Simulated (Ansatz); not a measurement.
Relaxation of Sn₁₉H₂₈, a nanocrystal cut from cubic tin with RKS PBE-D4/def2-SVP.

```sh
$ ansatz run in.yaml --threads 5 --pin off --events-out ev --progress --plain --max-ram 66560MiB --backend cuda --devices 0, --max-vram 37GiB
```

```yaml
crystal:
  periodic: [false, false, false]
  atoms:
    - {symbol: Sn, position_ang: [-4.171900, -0.919800, -2.308000]}
    - {symbol: Sn, position_ang: [-4.196600, 2.326500, 0.938800]}
    - {symbol: Sn, position_ang: [-0.940100, -4.168400, -2.307500]}
    - {symbol: Sn, position_ang: [-0.927700, -0.931600, 0.940300]}
    - {symbol: Sn, position_ang: [2.301900, -4.179500, 0.924800]}
    - {symbol: Sn, position_ang: [2.321900, -0.931500, -2.317300]}
    - {symbol: Sn, position_ang: [2.301200, -0.935900, 4.177200]}
    - {symbol: Sn, position_ang: [-0.936200, 2.332300, -2.297800]}
    - {symbol: Sn, position_ang: [2.272300, 2.284600, 0.929500]}
    - {symbol: Sn, position_ang: [-0.938400, 2.316100, 4.180300]}
    - {symbol: Sn, position_ang: [-2.522800, -2.571300, -3.941100]}
    - {symbol: Sn, position_ang: [-2.523900, 0.700100, -0.680500]}
    - {symbol: Sn, position_ang: [-2.562300, 3.910700, 2.557100]}
    - {symbol: Sn, position_ang: [0.692100, 0.672000, -3.945700]}
    - {symbol: Sn, position_ang: [0.689300, -2.568700, -0.691900]}
    - {symbol: Sn, position_ang: [0.691900, 0.691000, 2.547000]}
    - {symbol: Sn, position_ang: [3.944300, -2.541200, 2.559400]}
    - {symbol: Sn, position_ang: [3.923200, 0.701400, -0.697900]}
    - {symbol: Sn, position_ang: [0.703600, 3.919300, -0.676700]}
    - {symbol: H, position_ang: [-5.170400, 0.042200, -3.310700]}
    - {symbol: H, position_ang: [-5.169300, -1.921000, -1.334600]}
    - {symbol: H, position_ang: [-5.186700, 1.322900, 1.918100]}
    - {symbol: H, position_ang: [-5.166600, 3.317400, -0.085700]}
    - {symbol: H, position_ang: [-1.921300, -5.151700, -1.324300]}
    - {symbol: H, position_ang: [0.048800, -5.158800, -3.302200]}
    - {symbol: H, position_ang: [-1.911700, -1.930300, 1.902900]}
    - {symbol: H, position_ang: [1.318200, -5.176800, 1.936700]}
    - {symbol: H, position_ang: [3.308900, -5.194600, -0.078900]}
    - {symbol: H, position_ang: [3.319200, -1.914900, -3.315600]}
    - {symbol: H, position_ang: [1.319900, -1.918400, 5.177100]}
    - {symbol: H, position_ang: [3.319100, 0.064800, 5.168700]}
    - {symbol: H, position_ang: [-1.929000, 3.321800, -3.339700]}
    - {symbol: H, position_ang: [3.303900, 3.306500, 1.903700]}
    - {symbol: H, position_ang: [-1.920100, 1.310100, 5.183100]}
    - {symbol: H, position_ang: [0.059100, 3.316000, 5.188400]}
    - {symbol: H, position_ang: [-3.541900, -3.560800, -4.951200]}
    - {symbol: H, position_ang: [-1.535200, -1.563200, -4.938800]}
    - {symbol: H, position_ang: [-3.545500, 4.925600, 3.560400]}
    - {symbol: H, position_ang: [-1.561000, 4.928700, 1.550800]}
    - {symbol: H, position_ang: [-0.295600, -0.318100, -4.918500]}
    - {symbol: H, position_ang: [1.706300, 1.660600, -4.965500]}
    - {symbol: H, position_ang: [4.937700, -1.523300, 1.546500]}
    - {symbol: H, position_ang: [4.909700, -3.538800, 3.535000]}
    - {symbol: H, position_ang: [4.920900, -0.307800, 0.310600]}
    - {symbol: H, position_ang: [4.922400, 1.687600, -1.686100]}
    - {symbol: H, position_ang: [-0.315300, 4.923700, 0.288400]}
    - {symbol: H, position_ang: [1.683600, 4.911600, -1.699900]}
basis:
  gaussian: {orbitals: def2-SVP, fitting: {mean_field: def2-universal-jkfit}}
hamiltonian: {xc: pbe, dispersion: d4}
scf: {lower_state_search: "off"}
output: {orbitals: {seedname: orbitals}}
relax: {f_tol: 0.03, max_steps: 70}
```

Run time 68 s (5 threads of AMD EPYC 7R13 on a shared host and a share (37 GiB) of an NVIDIA H100 80GB HBM3), peak host memory 1.4 GiB.

Positions (Å) and forces (eV/Å) at steps 1, 2, 3, 4, 6 of 7:

```xyz
47
step=1 energy=-111261.7069 eV
Sn   -4.172   -0.920   -2.308    0.596   -0.160   -0.137
Sn   -4.197    2.326    0.939    0.405   -0.062   -0.197
Sn   -0.940   -4.168   -2.308    0.175    0.299   -0.158
Sn   -0.928   -0.932    0.940    0.384    0.220   -0.400
Sn    2.302   -4.179    0.925    0.365    0.126    0.033
Sn    2.322   -0.931   -2.317   -0.241    0.082    0.184
Sn    2.301   -0.936    4.177    0.321    0.188   -0.267
Sn   -0.936    2.332   -2.298    0.191   -0.133   -0.284
Sn    2.272    2.285    0.929    0.377    0.129   -0.027
Sn   -0.938    2.316    4.180    0.138    0.031   -0.157
Sn   -2.523   -2.571   -3.941   -0.538    0.033    0.098
Sn   -2.524    0.700   -0.680   -0.443    0.019    0.034
Sn   -2.562    3.911    2.557   -0.083    0.169    0.079
Sn    0.692    0.672   -3.946    0.269    0.543    0.318
Sn    0.689   -2.569   -0.692    0.025    0.100   -0.043
Sn    0.692    0.691    2.547   -0.177   -0.100    0.388
Sn    3.944   -2.541    2.559   -0.414    0.077   -0.306
Sn    3.923    0.701   -0.698   -0.097   -0.096    0.056
Sn    0.704    3.919   -0.677   -0.026    0.060   -0.270
H    -5.170    0.042   -3.311   -0.236    0.203   -0.152
H    -5.169   -1.921   -1.335   -0.174   -0.133    0.148
H    -5.187    1.323    1.918   -0.191   -0.101    0.113
H    -5.167    3.317   -0.086   -0.157    0.058   -0.054
H    -1.921   -5.152   -1.324   -0.242   -0.282    0.225
H     0.049   -5.159   -3.302    0.146   -0.216   -0.094
H    -1.912   -1.930    1.903   -0.322   -0.293    0.324
H     1.318   -5.177    1.937   -0.043   -0.101    0.043
H     3.309   -5.195   -0.079   -0.099    0.003    0.076
H     3.319   -1.915   -3.316    0.165   -0.194   -0.150
H     1.320   -1.918    5.177   -0.163   -0.158    0.208
H     3.319    0.065    5.169   -0.055   -0.004    0.068
H    -1.929    3.322   -3.340   -0.014   -0.019    0.064
H     3.304    3.307    1.904   -0.059   -0.047    0.014
H    -1.920    1.310    5.183   -0.054   -0.049    0.096
H     0.059    3.316    5.188    0.001   -0.015    0.058
H    -3.542   -3.561   -4.951    0.045    0.016   -0.017
H    -1.535   -1.563   -4.939   -0.022   -0.054   -0.072
H    -3.546    4.926    3.560   -0.041    0.091    0.049
H    -1.561    4.929    1.551   -0.142   -0.072    0.148
H    -0.296   -0.318   -4.918   -0.168   -0.163   -0.297
H     1.706    1.661   -4.965   -0.048   -0.029    0.026
H     4.938   -1.523    1.546   -0.039   -0.153    0.159
H     4.910   -3.539    3.535    0.377   -0.297    0.306
H     4.921   -0.308    0.311    0.032    0.106   -0.087
H     4.922    1.688   -1.686    0.166    0.174   -0.142
H    -0.315    4.924    0.288    0.019    0.134    0.028
H     1.684    4.912   -1.700    0.091    0.073   -0.033
47
step=2 energy=-111261.6723 eV rejected
Sn   -4.136   -0.963   -2.376   -1.005    0.457    0.477
Sn   -4.170    2.322    0.913   -0.390    0.355    0.383
Sn   -0.927   -4.190   -2.345   -0.276    0.029   -0.076
Sn   -0.906   -0.913    0.885   -0.209    0.125    0.200
Sn    2.375   -4.162    0.954   -0.542   -0.456   -0.340
Sn    2.297   -0.940   -2.318    0.245    0.221   -0.190
Sn    2.368   -0.937    4.177   -0.156   -0.168    0.287
Sn   -0.897    2.263   -2.361   -0.573    0.597    0.679
Sn    2.345    2.307    0.935   -0.517    0.050   -0.085
Sn   -0.934    2.337    4.183   -0.309    0.179    0.218
Sn   -2.712   -2.615   -3.931    1.036   -0.662   -0.553
Sn   -2.644    0.695   -0.714    0.876   -0.105   -0.137
Sn   -2.677    3.969    2.669    0.195   -0.217   -0.153
Sn    0.752    0.796   -3.926    0.276   -0.812   -0.573
Sn    0.711   -2.574   -0.705   -0.044   -0.137    0.103
Sn    0.674    0.677    2.644    0.280    0.109   -0.732
Sn    3.914   -2.678    2.631    0.642    0.385    0.357
Sn    3.944    0.754   -0.773    0.058   -0.105    0.101
Sn    0.742    3.969   -0.792    0.046   -0.322    0.358
H    -5.195    0.049   -3.332    0.068   -0.086    0.052
H    -5.172   -1.936   -1.360    0.046    0.080   -0.058
H    -5.217    1.336    1.901    0.037   -0.002   -0.084
H    -5.208    3.305   -0.083    0.016   -0.029    0.020
H    -1.932   -5.203   -1.338    0.111    0.013   -0.018
H     0.079   -5.239   -3.308   -0.063    0.039    0.011
H    -1.924   -1.922    1.905    0.076    0.033   -0.091
H     1.366   -5.192    1.935    0.005    0.038   -0.071
H     3.310   -5.223   -0.051    0.054    0.001   -0.008
H     3.320   -1.953   -3.318   -0.079    0.065    0.034
H     1.351   -1.917    5.204    0.052    0.063   -0.006
H     3.320    0.071    5.224    0.038   -0.023   -0.015
H    -1.929    3.285   -3.330    0.019   -0.019   -0.053
H     3.329    3.317    1.950    0.082    0.053    0.044
H    -1.915    1.327    5.207    0.029    0.011    0.020
H     0.058    3.311    5.225    0.010    0.003    0.016
H    -3.639   -3.613   -5.000   -0.110   -0.035    0.039
H    -1.672   -1.656   -4.947   -0.088   -0.028    0.014
H    -3.634    5.024    3.653   -0.081   -0.030    0.029
H    -1.668    4.950    1.661    0.000    0.096   -0.004
H    -0.231   -0.218   -4.959    0.085    0.105    0.032
H     1.746    1.741   -4.981    0.065    0.099    0.026
H     4.926   -1.659    1.658    0.044   -0.034    0.002
H     4.985   -3.644    3.617   -0.129    0.034   -0.041
H     4.968   -0.225    0.231    0.085   -0.004   -0.036
H     4.974    1.762   -1.749   -0.051   -0.013   -0.029
H    -0.241    4.996    0.213    0.020    0.025   -0.081
H     1.759    4.977   -1.768    0.028    0.022   -0.072
47
step=3 energy=-111261.9428 eV
Sn   -4.164   -0.936   -2.335   -0.042    0.000    0.003
Sn   -4.188    2.330    0.930    0.013    0.035    0.007
Sn   -0.940   -4.181   -2.326    0.007    0.042   -0.054
Sn   -0.917   -0.920    0.916    0.053    0.064   -0.056
Sn    2.331   -4.177    0.932    0.024   -0.043    0.001
Sn    2.316   -0.926   -2.321   -0.009    0.033    0.002
Sn    2.329   -0.938    4.181    0.057   -0.004   -0.001
Sn   -0.923    2.316   -2.323   -0.016    0.032    0.000
Sn    2.301    2.304    0.925    0.038    0.030    0.001
Sn   -0.939    2.328    4.185   -0.021    0.031    0.020
Sn   -2.601   -2.606   -3.947   -0.002   -0.063   -0.054
Sn   -2.568    0.702   -0.696    0.023   -0.012   -0.025
Sn   -2.609    3.936    2.604   -0.025    0.026    0.030
Sn    0.723    0.723   -3.950    0.056    0.005   -0.004
Sn    0.698   -2.570   -0.702    0.004    0.009   -0.002
Sn    0.690    0.692    2.580    0.009   -0.007   -0.025
Sn    3.943   -2.603    2.600   -0.014    0.035   -0.010
Sn    3.939    0.724   -0.727    0.007   -0.027    0.026
Sn    0.721    3.941   -0.723   -0.008    0.005   -0.038
H    -5.199    0.052   -3.315   -0.046    0.031   -0.018
H    -5.186   -1.921   -1.337   -0.028   -0.007    0.021
H    -5.213    1.328    1.906   -0.036   -0.017    0.000
H    -5.202    3.313   -0.080   -0.039    0.004    0.001
H    -1.925   -5.190   -1.322   -0.025   -0.064    0.044
H     0.057   -5.207   -3.305    0.021   -0.058   -0.011
H    -1.921   -1.932    1.909   -0.054   -0.047    0.051
H     1.329   -5.194    1.923   -0.004   -0.015   -0.013
H     3.304   -5.215   -0.067   -0.008   -0.014    0.011
H     3.323   -1.931   -3.323    0.019   -0.036   -0.022
H     1.328   -1.916    5.205   -0.021   -0.012    0.041
H     3.315    0.064    5.203   -0.006    0.000    0.030
H    -1.936    3.315   -3.334   -0.003   -0.007    0.012
H     3.311    3.314    1.925   -0.001    0.001    0.018
H    -1.916    1.319    5.206    0.000   -0.003    0.022
H     0.057    3.311    5.215    0.001   -0.004    0.023
H    -3.585   -3.596   -4.977   -0.036   -0.028   -0.010
H    -1.596   -1.620   -4.960   -0.043   -0.038   -0.019
H    -3.589    4.965    3.599   -0.043    0.026    0.033
H    -1.613    4.947    1.605   -0.045    0.014    0.049
H    -0.262   -0.274   -4.966    0.002    0.011   -0.073
H     1.729    1.701   -4.974    0.021    0.041    0.003
H     4.953   -1.594    1.610    0.009   -0.064    0.056
H     4.962   -3.590    3.586    0.073   -0.076    0.077
H     4.966   -0.264    0.267    0.034    0.048   -0.047
H     4.949    1.726   -1.718    0.025    0.052   -0.049
H    -0.277    4.972    0.253    0.037    0.050   -0.026
H     1.722    4.941   -1.727    0.042    0.021   -0.028
47
step=4 energy=-111262.0012 eV
Sn   -4.185   -0.939   -2.337   -0.013    0.000    0.000
Sn   -4.195    2.330    0.930    0.004    0.011    0.001
Sn   -0.940   -4.195   -2.329    0.005    0.013   -0.015
Sn   -0.902   -0.905    0.898    0.014    0.019   -0.016
Sn    2.331   -4.191    0.936    0.008   -0.013    0.000
Sn    2.329   -0.918   -2.333    0.000    0.008   -0.002
Sn    2.331   -0.940    4.193    0.017    0.000    0.000
Sn   -0.916    2.329   -2.335   -0.007    0.011   -0.001
Sn    2.320    2.322    0.918    0.013    0.013    0.001
Sn   -0.943    2.327    4.194   -0.007    0.010    0.007
Sn   -2.637   -2.644   -3.946   -0.019   -0.036    0.006
Sn   -2.567    0.711   -0.714    0.008   -0.006   -0.004
Sn   -2.644    3.936    2.638   -0.025   -0.015    0.025
Sn    0.745    0.744   -3.968    0.029    0.013    0.005
Sn    0.712   -2.570   -0.715   -0.002    0.004    0.003
Sn    0.705    0.705    2.574    0.002   -0.003   -0.010
Sn    3.943   -2.639    2.637   -0.026   -0.008    0.015
Sn    3.959    0.746   -0.747   -0.004    0.005   -0.003
Sn    0.745    3.961   -0.747    0.006   -0.002   -0.023
H    -5.227    0.049   -3.314   -0.014    0.006   -0.006
H    -5.208   -1.903   -1.316   -0.006    0.003    0.007
H    -5.225    1.309    1.886   -0.009   -0.007   -0.005
H    -5.226    3.312   -0.068   -0.014    0.001    0.002
H    -1.903   -5.211   -1.303   -0.002   -0.017    0.013
H     0.053   -5.237   -3.302    0.002   -0.019   -0.005
H    -1.911   -1.916    1.898   -0.014   -0.011    0.014
H     1.309   -5.210    1.904   -0.003   -0.003   -0.009
H     3.305   -5.236   -0.055   -0.001   -0.006    0.005
H     3.335   -1.930   -3.334    0.007   -0.007   -0.008
H     1.311   -1.900    5.220   -0.007    0.001    0.010
H     3.311    0.055    5.228   -0.002   -0.002    0.011
H    -1.933    3.328   -3.340    0.003    0.000    0.003
H     3.324    3.329    1.929    0.002    0.001    0.003
H    -1.904    1.304    5.218    0.005   -0.003    0.005
H     0.047    3.307    5.234   -0.001   -0.001    0.008
H    -3.641   -3.650   -4.945   -0.014   -0.011    0.001
H    -1.653   -1.672   -4.990   -0.017   -0.014   -0.032
H    -3.646    4.936    3.643   -0.016    0.004    0.012
H    -1.663    4.976    1.659   -0.015    0.034    0.017
H    -0.220   -0.224   -5.037    0.007    0.009   -0.034
H     1.766    1.755   -4.948    0.006    0.013    0.012
H     4.983   -1.653    1.661    0.030   -0.024    0.020
H     4.940   -3.643    3.641    0.018   -0.024    0.024
H     5.035   -0.216    0.218    0.022    0.020   -0.022
H     4.930    1.770   -1.763   -0.004    0.014   -0.015
H    -0.220    5.041    0.207    0.019    0.024   -0.015
H     1.770    4.926   -1.768    0.013   -0.005   -0.008
47
step=6 energy=-111262.0309 eV
Sn   -4.189   -0.923   -2.339    0.007   -0.019    0.029
Sn   -4.200    2.335    0.912    0.006   -0.016    0.048
Sn   -0.917   -4.201   -2.333   -0.025    0.010    0.017
Sn   -0.884   -0.886    0.876    0.007    0.020   -0.008
Sn    2.334   -4.194    0.919   -0.013    0.006    0.036
Sn    2.360   -0.913   -2.362   -0.041    0.013    0.042
Sn    2.331   -0.921    4.190   -0.015   -0.031   -0.001
Sn   -0.910    2.352   -2.362    0.015   -0.032    0.049
Sn    2.357    2.354    0.911   -0.050   -0.038   -0.022
Sn   -0.923    2.331    4.191   -0.048   -0.020   -0.003
Sn   -2.691   -2.702   -3.924    0.003    0.012   -0.010
Sn   -2.552    0.732   -0.734   -0.027    0.005   -0.028
Sn   -2.708    3.916    2.700    0.033    0.018   -0.035
Sn    0.779    0.773   -3.979    0.007    0.012   -0.028
Sn    0.735   -2.552   -0.736    0.016   -0.036   -0.014
Sn    0.727    0.729    2.546    0.022    0.015    0.034
Sn    3.922   -2.700    2.698    0.008    0.022   -0.022
Sn    3.972    0.776   -0.779    0.035    0.020    0.000
Sn    0.779    3.967   -0.782    0.008    0.036   -0.010
H    -5.247    0.051   -3.316    0.011    0.000   -0.008
H    -5.205   -1.859   -1.285   -0.009    0.002    0.007
H    -5.216    1.287    1.856   -0.012   -0.018   -0.015
H    -5.257    3.314   -0.061    0.014    0.002   -0.003
H    -1.860   -5.212   -1.280    0.005   -0.005    0.010
H     0.053   -5.264   -3.308    0.003    0.014   -0.005
H    -1.894   -1.896    1.882    0.009    0.006   -0.005
H     1.282   -5.206    1.863   -0.014   -0.009   -0.011
H     3.311   -5.256   -0.051    0.003    0.011   -0.005
H     3.364   -1.928   -3.365   -0.001    0.012    0.003
H     1.283   -1.862    5.208   -0.014    0.006    0.008
H     3.310    0.052    5.248    0.004    0.006   -0.012
H    -1.926    3.357   -3.363    0.014   -0.002   -0.002
H     3.354    3.360    1.928    0.001   -0.005   -0.014
H    -1.870    1.281    5.201    0.013   -0.018    0.014
H     0.044    3.309    5.255    0.006    0.002   -0.015
H    -3.755   -3.761   -4.802    0.006    0.003   -0.010
H    -1.777   -1.785   -5.078   -0.014   -0.019   -0.014
H    -3.763    4.808    3.755    0.004    0.003   -0.004
H    -1.785    5.059    1.777   -0.016    0.026    0.016
H    -0.139   -0.144   -5.132    0.005    0.001    0.004
H     1.834    1.828   -4.874    0.002    0.003   -0.009
H     5.069   -1.780    1.777    0.019   -0.015    0.016
H     4.810   -3.755    3.757    0.005    0.003   -0.004
H     5.131   -0.130    0.142   -0.006   -0.006   -0.008
H     4.863    1.836   -1.832    0.009    0.002   -0.007
H    -0.138    5.126    0.129   -0.002   -0.006    0.003
H     1.833    4.863   -1.836    0.008    0.005   -0.006
```

In the def2 sets Sn takes a core potential; there is no spin–orbit coupling. Single mean-field runs in def2-SVP are fitted with def2-universal-jkfit.
